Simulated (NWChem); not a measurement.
System: C₄H₂BCl; SMILES C#CB(Cl)C#C

Here is an NWChem input.

```
start job
memory heap 200 mb stack 900 mb global 1100 mb
geometry units angstroms
  B      0.016221    -0.033035     0.066927
  C      1.457658    -0.282573     0.445736
  C      2.611634    -0.475300     0.732925
  H      3.618143    -0.645076     0.987042
  C     -1.106009    -0.423958     1.000149
  C     -2.011885    -0.729712     1.733078
  H     -2.800333    -0.998064     2.375572
  Cl    -0.350062     0.704399    -1.441369
end
basis spherical
  * library def2-svp
end
dft
  xc xpbe96 cpbe96
  disp vdw 4
  iterations 150
end
driver
  maxiter 120
end
task dft optimize
task dft freq
```

The level has its own optimisation; frequencies are unscaled.

### Question
What results follow from this input? (PBE-D3(BJ)/def2-SVP.) Quantities: r B–C (Å); r B–Cl (Å); r C–C (Å); r C–H (Å); highest harmonic frequency (cm⁻¹); lowest (cm⁻¹); zero-point energy (kcal/mol); dipole (D).

### Answer
- r B–C (Å): 1.519
- r B–Cl (Å): 1.772
- r C–C (Å): 1.230
- r C–H (Å): 1.082
- highest harmonic frequency (cm⁻¹): 3393
- lowest (cm⁻¹): 107
- zero-point energy (kcal/mol): 26.6
- dipole (D): 1.50
